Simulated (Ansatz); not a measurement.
Reaction (formal hydrolysis of the Si–Sn bond): `O[SiH2][SiH2][SnH3]` + H₂O → `O[SiH2][SiH2]O` + `[SnH4]`

Gas-phase electronic energies from Ansatz, PBE0-D4/def2-TZVP geometries. CBS: MP2 limit from def2 TZ/QZ plus the TZ coupled-cluster correction, frozen cores. This one scheme is used for every species. DFT in def2-TZVPP. B3LYP here is the variant with VWN-RPA as its local correlation; programs differ in this. Elements past krypton have def2 core potentials. For Sn outer-core shells are correlated without core-valence functions, which leaves a few kJ/mol of doubt a bond. Each species was taken in one conformer, which may not be the lowest.

Q: Is it downhill or uphill in electronic energy at CCSD(T)/CBS, and by how much? (Best estimate.)

A: Computed: Downhill: ΔE = -33.3 kJ/mol.

Q: What do these levels give: PBE-D4, B97M-V, B3LYP-D4, BHLYP-D4, ωB97X-V, PBE, BHLYP, LC-ωPBE, RPA@PBE/def2-TZVPP, HF/def2-SVP, MP2/def2-SVP, MP2/CBS(def2)? (Best estimate.)

A: Ansatz gave: PBE-D4 -25.3, B97M-V -51.9, B3LYP-D4 -43.5, BHLYP-D4 -48.6, ωB97X-V -47.9, PBE -30.0, BHLYP -58.9, LC-ωPBE -46.5, RPA@PBE/def2-TZVPP -46.0, HF/def2-SVP -61.3, MP2/def2-SVP -44.9, MP2/CBS(def2) -32.1 kJ/mol.

Largest T1 diagnostic among the species: 0.013.

At CCSD(T), def2-SVP lies −8.5 kJ/mol from the extrapolated value and def2-TZVPP −9.2 kJ/mol. From PBE to PBE0 (25 % exact exchange), in def2-TZVPP and without D4, ΔE moves by −3.7 kJ/mol.
